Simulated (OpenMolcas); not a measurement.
Ionisation energies of lanthanum

```
Program             : OpenMolcas 26.06
Basis               : ANO-RCC-VQZP [9s8p6d4f3g2h]
Scalar Hamiltonian  : DKH2, point nucleus
Spin-orbit coupling : state interaction with AMFI integrals over the reference wave functions, term energies averaged over their components
```

Active shells in each charge state: the valence d shell, with orbitals averaged over the low states. Where CASPT2's correlated closed shells are named, they are those of the first ion.

A. CASSCF
B. SS-CASPT2, IPEA 0.25 Eh, imaginary shift 0.1 Eh (closed shells correlated: 5s 5p)
C. SS-CASPT2, IPEA 0 Eh, imaginary shift 0.1 Eh (closed shells correlated: 5s 5p)
D. SS-CASPT2, IPEA 0.25 Eh, imaginary shift 0.1 Eh (closed shells correlated: none)
E. SS-CASPT2, IPEA 0.25 Eh, imaginary shift 0.1 Eh (closed shells correlated: 4d 5s 5p)

Energies in eV between the lowest computed levels, named as in B; reference values from the NIST Atomic Spectra Database with their kind.

| From | To | A | B | C | D | E | Spin-orbit share in B | Reference |
| --- | --- | --- | --- | --- | --- | --- | --- | --- |
| La2+ 5d ²D_3/2 | La3+ 5p⁶ ¹S₀ | 18.215 | 19.010 | 19.113 | 18.215 | 18.981 | +0.119 | 19.177 (measured) |

Error against the reference values, in %:

```tsv
From	Reference	A	B	C	D	E
La2+	measured	-5.0	-0.9	-0.3	-5.0	-1.0
```

Absolute error against the one measured value: A 0.96 eV, B 0.17 eV, C 0.06 eV, D 0.96 eV, E 0.20 eV. C lies closest.

The lowest level within the active space need not be the ion's true ground level.
